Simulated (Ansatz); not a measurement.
C₂H₇BrOSn (SMILES [CH3][Sn]([CH3])([OH])[Br]), singlet, at a GFN2-xTB geometry (such geometries of metal compounds can be far from the true shape) (core potentials on Sn); Ansatz (a first-principles code) with CAM-B3LYP/def2-SVP.

Ansatz was given this input:
Ansatz 0.2 input:
```yaml
crystal:
  periodic: [false, false, false]
  atoms:
    - {symbol: C, position_ang: [1.91990080, -0.60590130, -1.47002031]}
    - {symbol: Sn, position_ang: [0.02698261, 0.11900211, -0.62245227]}
    - {symbol: C, position_ang: [-1.93176952, -0.36063872, -1.51776802]}
    - {symbol: O, position_ang: [0.22120945, 2.09878983, -0.62046526]}
    - {symbol: Br, position_ang: [-0.08336600, -0.45970925, 1.81868271]}
    - {symbol: H, position_ang: [2.22745946, 0.09576676, -2.23500099]}
    - {symbol: H, position_ang: [2.66311057, -0.64514788, -0.68109225]}
    - {symbol: H, position_ang: [1.77370286, -1.59201160, -1.89514973]}
    - {symbol: H, position_ang: [-2.71096729, -0.13947296, -0.79616181]}
    - {symbol: H, position_ang: [-2.05685648, 0.25456150, -2.40002507]}
    - {symbol: H, position_ang: [-1.96134743, -1.41009787, -1.78360452]}
    - {symbol: H, position_ang: [-0.06488545, 2.58504199, 0.15020532]}
basis:
  gaussian:
    orbitals: def2-SVP
hamiltonian:
  xc: cam_b3lyp
```

Question: What does Ansatz print? Leave out banner, timings and long lists.

Answer: 
```
Functional definition: CAM-B3LYP
1432 factors; integrals over basis functions are off by at most 1.4e-3 eV
384 factors; integrals over basis functions are off by at most 6.1e-6 eV
mean field evaluation 1: about -80094.0673 eV, gradient 6.8e1 eV
mean field evaluation 2: about -80088.9575 eV, gradient 8.6e1 eV
mean field evaluation 4: about -80103.7024 eV, gradient 2.7e0 eV
mean field evaluation 8: about -80103.8174 eV, gradient 2.2e-1 eV
mean field evaluation 16: about -80103.8175 eV, gradient 8.2e-5 eV
mean field -80103.81748296 eV, -2943.7609961813 hartree, gradient 7.5e-6 eV, S^2 0.000000; 0 other end points of the search recorded, 0 dependent functions left out
reference -80103.81762475 eV, -2943.7610013917 hartree; 42, 42 occupied and 93, 93 virtual orbitals, 1432 factors
Total energy: -80103.81762475 eV, -2943.7610013917 hartree
```
